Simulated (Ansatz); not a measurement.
System: sum formula H6SiN3O, charge 0, multiplicity 2. It need not be the lowest isomer of its formula. 
Structure (B3LYP-D3(BJ)/def2-TZVP (Ansatz, a quantum-chemistry and plane-wave program) minimum search):
SMILES: N[Si](N)(N)[O]
```xyz
11

N      1.2992    -0.5515     0.9677
Si     0.0359     0.0665     0.0170
N     -0.7481    -1.0879    -1.0300
N     -1.1579     0.6493     1.0912
O      0.6324     0.9972    -1.1759
H      1.1631    -1.0331     1.8396
H      2.2509    -0.5647     0.6442
H     -0.1618    -1.6684    -1.6133
H     -1.5944    -0.8381    -1.5229
H     -0.8829     1.2584     1.8456
H     -2.0892     0.8679     0.7741
```
Charge 0, spin multiplicity 2.

Property: atomisation energy (electronic, to ground-state atoms), in kcal/mol. Correlated levels leave the core frozen unless marked. Open shells are spin-unrestricted. Spin-orbit coupling is left out. No relativistic terms. The coupled-cluster limit lacks core correlation, which all-electron functionals hold. Basis-set limits of correlation are two-point, X^-3; Hartree-Fock from the larger set.

| level | program | atomisation energy (kcal/mol) |
|---|---|---|
| PBE0/STO-3G | Ansatz | 934.7 |
| PBE0/def2-TZVPD | Ansatz | [?] |
| wB97M-V/def2-TZVPD | Ansatz | 943.4 |
| B2GP-PLYP-D3(BJ)/def2-TZVPD | Ansatz + dftd3 | [?] |
| B2PLYP/def2-TZVPD | Ansatz | [?] |
| CCSD(T)/CBS(cc-pV(T+d)Z,cc-pV(Q+d)Z) | Ansatz | 938.4 |

Question: Fill in the missing entries.

Answer: 
- PBE0/def2-TZVPD, atomisation energy (kcal/mol): 930.0
- B2GP-PLYP-D3(BJ)/def2-TZVPD, atomisation energy (kcal/mol): 922.8
- B2PLYP/def2-TZVPD, atomisation energy (kcal/mol): 925.7
